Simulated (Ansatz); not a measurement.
Reaction (atomization): `Br/C=C\Br` → 2 Br• + 2 C• + 2 H•

Calculated with Ansatz (gas phase, PBE0-D4/def2-TZVP geometries, no zero-point term in ΔE). CCSD(T)/CBS adds triple-zeta CCSD(T) − MP2 to the extrapolated MP2 energy (def2 sets, frozen cores). This one scheme is used for every species, atoms too. DFT in def2-TZVPP. No spin–orbit coupling; open shells (•) take unrestricted orbitals. Spin–orbit coupling would lower the free atoms: a little for C; clearly for Br. Bonds to Br are less sure, by a few kJ/mol each and by 10 to 20 or more in all where they break to atoms, as the def2 sets lack core-valence functions. Scalar relativity is left out up to krypton.

`Br/C=C\Br`:

Cartesian coordinates in Å:
```
Br -1.245 -1.093 -1.431
C 0.212 -0.487 -0.439
C 0.171 0.446 0.497
Br -1.355 1.369 1.041
H 1.146 -0.972 -0.691
H 1.070 0.736 1.024
```

| level | ΔE (eV) |
| --- | --- |
| r2SCAN-D4 | 21.78 |
| CCSD/CBS(def2) | 21.10 |

Task: What does CCSD(T)/CBS give? (Best estimate.)

Result: Ansatz gave: +21.64 eV. The listed levels differ from it by 0.14, -0.54 eV.

Largest T1 diagnostic among the species: 0.009.

Leaving LDA and LC-ωPBE aside and taking each functional with its dispersion term where it has one, the values, not all of them listed here, spread over 1.97 eV, from BHLYP-D4 to PBE-D4. LDA lies +3.14 eV from PBE without D4, its usual overbinding. From r2SCAN to r2SCAN0 (25 % exact exchange), in def2-TZVPP and without D4, ΔE moves by −0.51 eV: exact exchange takes away binding that semilocal exchange gives to molecules. At CCSD(T), def2-SVP lies −1.35 eV from the extrapolated value and def2-TZVPP −0.66 eV: correlation converges slowly with the basis, and small sets miss more of it in the bonded molecule than in its fragments.

For atomizations the MP2-based limit and the directly extrapolated one differ by several kJ/mol either way, and by 10 to 25 for some Ge, Se and Sn compounds, so smaller differences from it don't rank the levels.
